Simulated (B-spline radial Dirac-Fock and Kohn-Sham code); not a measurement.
# Relative photoemission cross sections at Cr Kα (5414.7 eV): 2s, 2p1/2, 2p3/2, B to Sn

Model: Dirac-Hartree-Slater photoionisation with all multipoles and Dirac-Fock thresholds. Program: a radial finite-basis atomic code. Cross sections are relative to C 1s, computed as 0.2777 kb at this energy; β is from the dipole term. Free atoms in their tabulated ground configurations, whose changes along a row show as steps; without correlation, outer binding energies come out low.

| Z | element | σ 2s | σ 2p1/2 | σ 2p3/2 | β 2p3/2 | binding 2p3/2 (eV) |
| --- | --- | --- | --- | --- | --- | --- |
| 5 | B | 0.0220 | 2.13e-05 | 4.20e-05 | 0.04 | 7.93 |
| 6 | C | 0.0514 | 0.000164 | 0.000324 | 0.09 | 9.99 |
| 7 | N | 0.102 | 0.000711 | 0.00140 | 0.09 | 12.20 |
| 8 | O | 0.180 | 0.00239 | 0.00470 | 0.15 | 14.56 |
| 9 | F | 0.291 | 0.00644 | 0.0126 | 0.21 | 17.08 |
| 10 | Ne | 0.444 | 0.0150 | 0.0292 | 0.25 | 19.79 |
| 12 | Mg | 0.991 | 0.0560 | 0.109 | 0.35 | 56.30 |
| 13 | Al | 1.39 | 0.0960 | 0.186 | 0.40 | 80.58 |
| 14 | Si | 1.88 | 0.156 | 0.302 | 0.45 | 107.9 |
| 18 | Ar | 4.87 | 0.732 | 1.40 | 0.66 | 248.2 |
| 20 | Ca | 7.05 | 1.35 | 2.57 | 0.77 | 357.1 |
| 21 | Sc | 8.32 | 1.77 | 3.37 | 0.82 | 410.5 |
| 22 | Ti | 9.70 | 2.30 | 4.35 | 0.86 | 466.7 |
| 23 | V | 11.2 | 2.93 | 5.53 | 0.91 | 526.0 |
| 25 | Mn | 14.5 | 4.57 | 8.59 | 1.00 | 653.8 |
| 26 | Fe | 16.3 | 5.61 | 10.5 | 1.04 | 722.4 |
| 27 | Co | 18.2 | 6.82 | 12.8 | 1.08 | 794.1 |
| 28 | Ni | 20.3 | 8.22 | 15.3 | 1.12 | 869.1 |
| 30 | Zn | 24.6 | 11.6 | 21.6 | 1.19 | 1028.5 |
| 31 | Ga | 26.8 | 13.7 | 25.3 | 1.22 | 1125.0 |
| 32 | Ge | 29.2 | 16.0 | 29.5 | 1.25 | 1226.3 |
| 36 | Kr | 39.2 | 27.8 | 50.9 | 1.35 | 1679.3 |
| 38 | Sr | 44.5 | 35.6 | 64.9 | 1.40 | 1949.5 |
| 40 | Zr | 49.9 | 44.8 | 81.3 | 1.43 | 2232.6 |
| 43 | Tc | 58.1 | 61.4 | 111 | 1.47 | 2690.6 |
| 46 | Pd | 66.3 | 81.4 | 146 | 1.49 | 3179.5 |
| 48 | Cd | 71.6 | 96.7 | 173 | 1.49 | 3546.0 |
| 49 | In | 74.3 | 105 | 188 | 1.48 | 3739.2 |
| 50 | Sn | 76.9 | 114 | 204 | 1.47 | 3937.9 |
